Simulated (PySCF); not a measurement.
Level of theory: PBE-D3(BJ)/def2-TZVP // ωB97X-D3(BJ)/def2-TZVP run with PySCF. All species are isolated molecules in the gas phase. Excitations are Tamm–Dancoff values on a coarser integration grid. The basis has no diffuse functions, so Rydberg states are missing or too high.

Reference species (SMILES): `[SiH3][Ga]([Cl])[Cl]` (neutral, multiplicity 1).

| Property | Value |
|---|---|
| S1 oscillator strength | 0.010 |
| LUMO | -2.77 eV |
| S1–T1 gap (TDA) | 0.52 eV |

Changed species: `[Ga]([Cl])([Cl])[Cl]` (0 of 3 Cl replaced by SiH3; the reference has 1 of 3 Cl replaced by SiH3).

Task: Give the shifts of the S1 oscillator strength, LUMO and S1–T1 gap (TDA).

Result: the S1 oscillator strength stays essentially unchanged; the LUMO falls by 0.08 eV, to -2.85 eV; the S1–T1 gap (TDA) drops by 0.20 eV, to 0.32 eV.
